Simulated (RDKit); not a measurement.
RDKit input (MMFF94):

```python
from rdkit import Chem
from rdkit.Chem import AllChem, rdDetermineBonds

mol = Chem.MolFromXYZFile('mol.xyz')
rdDetermineBonds.DetermineBonds(mol, charge=1)
print('SMILES', Chem.MolToSmiles(Chem.RemoveHs(mol)))
ff = AllChem.MMFFGetMoleculeForceField(mol, AllChem.MMFFGetMoleculeProperties(mol))
e0 = ff.CalcEnergy()
flag = ff.Minimize(maxIts=5000, forceTol=1e-5)
print(f'energy {e0:.4f} -> {ff.CalcEnergy():.4f} kcal/mol, converged: {flag == 0}')
print(Chem.MolToXYZBlock(mol))
```
mol.xyz:
```
5

O      1.26266590    -0.56782754     0.24651039
S     -0.15905165    -0.06174957     0.42039352
F     -0.92039015    -0.69724690    -0.75349422
F     -0.11117853     1.36670338    -0.14417350
H      1.72761739    -0.49449504    -0.61936988
```

Output:

```
SMILES O[S+](F)F
energy -0.4612 -> -10.6342 kcal/mol, converged: True
5

O      1.283495   -0.595784    0.313541
S     -0.219454   -0.046080    0.447535
F     -0.855001   -0.770718   -0.821858
F     -0.002806    1.402859   -0.180175
H      1.593429   -0.444893   -0.609177
```

The dipole moment of an ion depends on the origin.

The geometry given is a B3LYP-D3(BJ)/def2-TZVP minimum.
